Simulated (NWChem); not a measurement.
System: GeHSF, singlet; SMILES [F][Ge][SH]

```xyz
4

Ge    -0.4300     0.5127     0.0000
F      1.1640     1.2497     0.0000
S      0.2999    -1.6094     0.0000
H     -0.9623    -2.0963     0.0000
```
Atoms are numbered in this order, from 1.

Level: PBE0/def2-SVP (NWChem), optimised geometry, unscaled harmonic frequencies. Low-valent species are run as closed-shell singlets; no triplet was tried in these runs.

```csv
frequency (cm⁻¹),IR intensity (km/mol)
186,3.3
360,8.7
391,54.5
682,100.7
703,13.9
2705,1.2
```

```yaml
zero_point_energy: 7.2 kcal/mol
thermal correction to the enthalpy at 298.15 K (with zero-point energy): 10.5 kcal/mol
heat capacity Cv: 12.5 cal/(mol K)
entropy at 298.15 K and 1 atm (symmetry number 1): 70.8 cal/(mol K)
dipole_moment: 2.62 D
```

Rigid rotor and harmonic oscillator.
